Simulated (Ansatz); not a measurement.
Gas-phase electronic energies from Ansatz, PBE0-D4/def2-TZVP geometries. CBS: MP2 limit from def2 TZ/QZ plus the TZ coupled-cluster correction, frozen cores. Functionals use def2-TZVPP. B3LYP here is the variant with VWN-RPA as its local correlation; programs differ in this. One conformer a species, not always the lowest.

`OBN([SiH3])[SiH3]` + `NC[SiH2]S` → `NC[SiH2]S[SiH3]` + `OBN[SiH3]`  (ligand exchange at the Si–N bond)

```
             level  ΔE (kcal/mol)  difference from CCSD(T)/CBS
            PBE-D4           -6.6                         -3.2
         r2SCAN-D4           -5.1                         -1.7
           PBE0-D4           -5.7                         -2.3
          B3LYP-D4           -4.0                         -0.6
           ωB97X-V           -3.6                         -0.2
           ωB97M-V           -3.5                         -0.1
            B2PLYP           -3.3                          0.1
               PBE           -6.4                         -3.0
            r2SCAN           -5.1                         -1.7
              PBE0           -5.5                         -2.1
             B3LYP           -3.7                         -0.3
     HF/def2-TZVPP           -1.4                          2.0
    MP2/def2-TZVPP           -3.2                          0.2
SCS-MP2/def2-TZVPP           -2.3                          1.1
   CCSD/def2-TZVPP           -2.1                          1.3
CCSD(T)/def2-TZVPP           -2.5                          0.9
     HF/def2-QZVPP           -1.0                          2.4
    MP2/def2-QZVPP           -3.5                         -0.1
SCS-MP2/def2-QZVPP           -2.7                          0.7
      HF/CBS(def2)           -1.0                          2.4
     MP2/CBS(def2)           -4.0                         -0.6
    CCSD/CBS(def2)           -2.9                          0.5
       CCSD(T)/CBS           -3.4                            0
```

Largest T1 diagnostic among the species: 0.012.

In def2-TZVPP, CCSD(T) changes the Hartree–Fock value by −1.2 kcal/mol (the triples alone add −0.5 kcal/mol) and MP2 by −1.8 kcal/mol. From PBE to PBE0 (25 % exact exchange), in def2-TZVPP and without D4, ΔE moves by +0.9 kcal/mol.
